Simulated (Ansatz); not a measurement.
Computed with Ansatz on PBE0-D4/def2-TZVP structures; ΔE is electronic, products minus reactants. CBS: MP2 limit from def2 TZ/QZ plus the TZ coupled-cluster correction, frozen cores. This one scheme is used for every species. Functionals use def2-TZVPP. B3LYP here is the variant with VWN-RPA as its local correlation; programs differ in this. HSE06 is defined as in plane-wave codes. Elements past krypton have def2 core potentials. For Zr outer-core shells are correlated without core-valence functions, which leaves a few kJ/mol of doubt a bond. One conformer a species, not always the lowest.

Reaction (ligand exchange at a Zr–O bond): `[OH][Zr]([Cl])([Cl])[Cl]` + H₂S → `[SH][Zr]([Cl])([Cl])[Cl]` + H₂O

`[OH][Zr]([Cl])([Cl])[Cl]`:

Cartesian coordinates in Å:
```
O -0.530 1.343 -0.311
Zr 0.142 -0.366 0.085
Cl 1.443 -1.112 -1.705
Cl 1.450 -0.248 2.017
Cl -1.645 -1.832 0.429
H -0.861 2.214 -0.515
```

H₂S:

```xyz
3

S    -0.556    0.233    0.143
H     0.004   -0.979    0.271
H     0.552    0.746   -0.414
```

`[SH][Zr]([Cl])([Cl])[Cl]`:

Z-matrix (Å, degrees):
```
Zr
Cl 1 2.316
Cl 1 2.324 2 112.3
S 1 2.411 2 106.0 3 118.7
Cl 1 2.324 2 112.3 3 -122.5
H 4 1.350 1 90.0 2 -179.6
```

H₂O:

Z-matrix (Å, degrees):
```
O
H 1 0.960
H 1 0.960 2 105.1
```

```tsv
level	ΔE (kJ/mol)	difference from CCSD(T)/CBS
LDA (SPW92)	46.1	2.6
PBE-D4	40.5	-3.0
BLYP-D4	48.5	5.0
r2SCAN-D4	45.9	2.4
B3LYP-D4	49.4	5.9
r2SCANh-D4	45.6	2.1
r2SCAN0-D4	45.5	2.0
HSE06-D4	40.9	-2.6
BHLYP-D4	51.7	8.2
CAM-B3LYP-D4	61.2	17.7
ωB97X-V	58.6	15.1
ωB97M-V	54.2	10.7
B2PLYP	50.8	7.3
PBE-QIDH	43.5	0.0
PBE	44.0	0.5
revPBE	43.9	0.4
BLYP	54.9	11.4
r2SCAN	46.7	3.2
PBE0	44.9	1.4
B3LYP	55.2	11.7
r2SCANh	46.6	3.1
HSE06	44.2	0.7
CAM-B3LYP	64.9	21.4
LC-ωPBE	63.2	19.7
RPA@PBE/def2-TZVPP	46.3	2.8
HF/def2-SVP	79.1	35.6
MP2/def2-SVP	66.5	23.0
CCSD/def2-SVP	73.6	30.1
CCSD(T)/def2-SVP	69.2	25.7
HF/def2-TZVPP	65.9	22.4
MP2/def2-TZVPP	40.7	-2.8
SCS-MP2/def2-TZVPP	48.5	5.0
CCSD/def2-TZVPP	52.4	8.9
CCSD(T)/def2-TZVPP	46.8	3.3
HF/def2-QZVPP	65.8	22.3
MP2/def2-QZVPP	38.8	-4.7
SCS-MP2/def2-QZVPP	46.6	3.1
HF/CBS(def2)	65.8	22.3
MP2/CBS(def2)	37.3	-6.2
CCSD/CBS(def2)	49.0	5.5
CCSD(T)/CBS	43.5	0
```

Largest T1 diagnostic among the species: 0.016.

In def2-TZVPP, CCSD(T) changes the Hartree–Fock value by −19.0 kJ/mol (the triples alone add −5.6 kJ/mol) and MP2 by −25.2 kJ/mol. Leaving LDA and LC-ωPBE aside and taking each functional with its dispersion term where it has one, the values, not all of them listed here, spread over 21.3 kJ/mol, from revPBE-D4 to CAM-B3LYP-D4. At CCSD(T), def2-SVP lies +25.7 kJ/mol from the extrapolated value and def2-TZVPP +3.3 kJ/mol.
